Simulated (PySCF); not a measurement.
All values below come from M06-2X/def2-TZVP // B3LYP-D3(BJ)/def2-TZVP run with PySCF. Isolated molecules, 0 K electronic values unless said otherwise. 

Reference species (SMILES): `C(Br)(Br)Br` (neutral, multiplicity 1).

The dipole moment is 0.93 D.

Changed species: `BrC(Br)(Br)Br` (whole molecule; the reference has whole molecule).

Task: Give the shifts of the dipole moment.

Result: the dipole moment decreases by 0.93 D, to 0.00 D.
